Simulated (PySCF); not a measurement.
C₃H₈BCl₃Si, SMILES C(B(C)C)[Si](Cl)(Cl)Cl (GFN2-xTB optimised geometry):

```
16

Si     2.206    -0.069     1.760
Cl     1.599    -1.760     2.692
Cl     4.236    -0.081     1.684
Cl     1.626     1.515     2.881
C      1.491     0.046     0.000
B     -0.092     0.046     0.000
C     -0.856     1.422     0.000
C     -0.879    -1.315     0.033
H      1.889     0.954    -0.455
H      1.888    -0.796    -0.569
H     -0.884     1.817    -1.016
H     -1.889     1.350     0.333
H     -0.356     2.177     0.602
H     -1.796    -1.289    -0.552
H     -1.187    -1.506     1.062
H     -0.298    -2.177    -0.284
```

Computed with B3LYP/def2-TZVP (PySCF 2.14.0).

Question: What are the frontier orbital energies and the dipole moment?

Answer: HOMO-2 -8.88 eV, HOMO-1 -8.66 eV, HOMO -8.45 eV, LUMO -1.12 eV, LUMO+1 0.08 eV; dipole moment 1.79 D.

On the same geometry PBE/def2-TZVP (PySCF) gives HOMO-2 -7.75 eV, HOMO-1 -7.46 eV, HOMO -7.34 eV, LUMO -1.89 eV, LUMO+1 -0.63 eV; dipole moment 1.73 D.

Meta-Löwdin charges at B3LYP/def2-TZVP: Si1 1.00, Cl2 -0.27, Cl3 -0.27, Cl4 -0.27, C5 -0.56, B6 0.27, C7 -0.46, C8 -0.46, H9 0.14, H10 0.14, H11 0.14, H12 0.12, H13 0.12, H14 0.12, H15 0.14, H16 0.11.
